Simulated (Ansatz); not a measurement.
Geometry optimisation, UKS PBE-D4/def2-SVP in Ansatz.

The input (input.yaml):

```yaml
crystal:
  periodic: [false, false, false]
  atoms:
    - { symbol: Si, position_ang: [0.087582, 0.124307, 0.121151] }
    - { symbol: H, position_ang: [0.480178, 0.702651, 1.424729] }
    - { symbol: O, position_ang: [1.301397, 0.189753, -1.032713] }
    - { symbol: H, position_ang: [1.767034, -0.662597, -1.11765] }
    - { symbol: O, position_ang: [-1.149354, 1.13523, -0.361768] }
    - { symbol: H, position_ang: [-1.451702, 0.981759, -1.278172] }
    - { symbol: O, position_ang: [-0.308588, -1.478111, 0.32019] }
    - { symbol: H, position_ang: [-0.556386, -1.579502, 1.276855] }
    - { symbol: "N", position_ang: [-0.513902, -0.65763, 2.939938] }
    - { symbol: H, position_ang: [-1.108708, 0.13071, 3.26938] }
    - { symbol: H, position_ang: [0.359649, -0.53507, 3.494861] }
magnetization:
  spin_polarized: true
  initial_magnetization: 1
basis:
  gaussian: { orbitals: def2-SVP }
hamiltonian:
  xc: pbe
  dispersion: d4
relax:
  f_tol: 0.03
  max_steps: 50
```

Launched with:

```bash
$ ansatz run input.yaml --threads 4 --pin off --max-ram 5120MiB --backend cpu --events-out ev --progress --plain --runs-dir out
```

**Question.** Where does it end, and by what steps?

**Answer.** It converged. The force dipped under the threshold on the way, but the program's further checks kept it going. After 25 steps the energy has fallen by 0.123 eV; H2 moved furthest, 1.33 Å.

```csv
step,energy less start (eV),largest force component (eV/Å),accepted
0,0.0000,0.528,yes
1,-0.0011,0.731,yes
2,-0.0072,0.895,yes
3,-0.0431,0.299,yes
4,-0.0051,1.164,no
5,-0.0509,0.081,yes
6,-0.0470,0.376,no
7,-0.0540,0.026,yes
8,-0.0563,0.023,yes
9,-0.0594,0.025,yes
10,-0.0635,0.101,yes
11,-0.0634,0.344,no
12,-0.0670,0.125,yes
13,-0.0704,0.137,yes
14,-0.0733,0.300,yes
15,-0.0782,0.221,yes
16,-0.0874,0.256,yes
17,-0.0917,0.463,yes
18,-0.1005,0.383,yes
19,-0.1094,0.177,yes
20,-0.1161,0.159,yes
21,-0.1199,0.140,yes
22,-0.1209,0.098,yes
23,-0.1220,0.142,yes
24,-0.1227,0.033,yes
25,-0.1231,0.017,yes
```

```xyz
11
Properties=species:S:1:pos:R:3
Si 0.598 0.230 0.159
H 1.569 1.155 0.811
O 0.936 0.076 -1.471
H 1.048 -0.853 -1.738
O -0.890 1.004 0.369
H -1.539 0.762 -0.318
O 0.596 -1.305 0.798
H -0.028 -1.410 1.585
N -1.048 -0.821 2.788
H -1.596 -0.042 2.365
H -0.739 -0.444 3.708
```

Whether the end is a true minimum wasn't checked by a vibrational analysis.

Time of the run: 71 s on 4 threads of Arm Neoverse N1, with other jobs on the host, peak memory 0.18 GiB.
